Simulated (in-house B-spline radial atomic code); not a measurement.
RPA and G0W0 for Tl+, [Xe] 4f14 5d10 6s2, as one setting changes: the radius of a hard wall (bohr). Start: PBE. A dash marks a level of low quasi-particle weight. Computed with a B-spline radial code for spherical atoms: all electrons, scalar-relativistic (spin-free one-electron X2C), finite nucleus, each spin shell either full or empty, empty states to l = 9 with an (l + 1/2)⁻⁴ tail; G0W0 by contour deformation at full frequency.

Without the two-electron picture change, the correlation of inner shells comes somewhat too large for so heavy an element.

```json
{"radius of a hard wall (bohr)": "2", "mean-field level (eV)": "82.47", "G0W0 level (eV)": "6s 74.82", "RPA correlation (Eh)": "-7.4144"}
{"radius of a hard wall (bohr)": "2.5", "mean-field level (eV)": "21.238", "G0W0 level (eV)": "6s 14.392", "RPA correlation (Eh)": "-7.3362"}
{"radius of a hard wall (bohr)": "3", "mean-field level (eV)": "-0.367", "G0W0 level (eV)": "6s -6.622", "RPA correlation (Eh)": "-7.31"}
{"radius of a hard wall (bohr)": "3.5", "mean-field level (eV)": "?", "G0W0 level (eV)": "?", "RPA correlation (Eh)": "?"}
{"radius of a hard wall (bohr)": "4", "mean-field level (eV)": "-12.874", "G0W0 level (eV)": "6s -18.283", "RPA correlation (Eh)": "-7.2814"}
{"radius of a hard wall (bohr)": "5", "mean-field level (eV)": "?", "G0W0 level (eV)": "?", "RPA correlation (Eh)": "?"}
{"radius of a hard wall (bohr)": "6", "mean-field level (eV)": "-16.099", "G0W0 level (eV)": "6s -20.793", "RPA correlation (Eh)": "-7.2587"}
{"radius of a hard wall (bohr)": "8", "mean-field level (eV)": "-16.266", "G0W0 level (eV)": "6s -20.827", "RPA correlation (Eh)": "-7.2549"}
{"radius of a hard wall (bohr)": "12", "mean-field level (eV)": "-16.273", "G0W0 level (eV)": "6s -20.819", "RPA correlation (Eh)": "-7.2533"}
```

Q: What belongs in the row for 3.5?

A: mean-field level (eV): -9.057; G0W0 level (eV): 6s -14.837; RPA correlation (Eh): -7.2942.

Q: What belongs in the row for 5?

A: mean-field level (eV): -15.490; G0W0 level (eV): 6s -20.421; RPA correlation (Eh): -7.2654.
